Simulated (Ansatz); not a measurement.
The cluster Ag2Br⁻. The state is a triplet with charge -1. Geometry r2SCAN-D4/def2-TZVP, that of the neutral doublet; atoms count from 1.

```xyz
3

Ag   -0.005    0.801    0.094
Ag    1.809   -0.460   -1.333
Br   -1.804   -0.341    1.239
```

In the def2 sets Ag takes a core potential; there is no spin–orbit coupling. The highest occupied level of the charge -1 triplet lies above zero (up to 0.34 eV). By energy differences its removal costs 1.13 eV (vertical, to the charge 0 doublet, at PBE0-D4/def2-TZVPD); a positive level beside a positive removal energy at the same level points to self-interaction error. At PBE0-D4/def2-TZVPD a singlet of charge -1 lies 1.56 eV below the triplet at the same geometry. The structure comes from a short search, and lower isomers may exist.

(1) Estimate the Mulliken populations from the PBE0/def2-TZVPD orbitals of Ansatz.

(2) Where does the spin sit?

(3) And the Mayer bond orders between bonded heavy atoms (over 0.3)?

Answers

(1) 
```tsv
atom	charge (e)	spin (α − β)	d electrons
Ag1	-0.20	0.72	9.86
Ag2	-0.31	1.18	9.96
Br3	-0.49	0.09	–
```
Mulliken values and Mayer orders depend strongly on the basis. With diffuse functions, as here, like atoms can get unlike values, and bond orders can come out too low or too high.

(2) Summed by element: Ag 1.91, Br 0.09, of 2 unpaired in all. Largest on single atoms: Ag2 1.18, Ag1 0.72, Br3 0.09.

(3) Ag1–Ag2 0.76 (2.63 Å); Ag1–Br3 0.70 (2.42 Å).
